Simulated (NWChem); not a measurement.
**Lowest excitation of HFSSn**

```xyz
4

Sn    -0.5010    -0.2741     0.0000
F      0.9032    -1.6369     0.0000
S      1.0551     1.6202     0.0000
H      0.0375     2.5124     0.0000
```
Charge 0, spin multiplicity 1.

All runs are NWChem calculations. The geometry was optimised at PBE0/def2-SVP with def2 effective core potentials on Sn, a minimum by its harmonic frequencies. It is one conformer; others weren't searched.

Basis set: def2-SVPD.

```
method           lowest vertical singlet excitation energy (eV)  relative cost  difference from EOM-CCSD
---------------  ----------------------------------------------  -------------  ------------------------
TDA-LDA (SVWN5)                                            3.63              1                     -0.23
TD-PBE                                                     3.57        under 3                     -0.29
EOM-CCSD                                                   3.86        under 3                      0.00
CIS                                                        4.19              3                     +0.33
TD-B3LYP                                                   3.65              4                     -0.21
```

The values span 0.62 eV, from TD-PBE (lowest) to CIS (highest). The cost column gives rough processor time relative to TDA-LDA (SVWN5); each entry includes its own SCF.

Effective core potentials replace the inner electrons of Sn; spin-orbit coupling is left out. The correlated methods keep 10 core orbitals frozen. B3LYP has NWChem's definition, with VWN1-RPA local correlation. The structure started from a generated list of species. Coupled-cluster values serve here as a point of comparison, not as the truth.
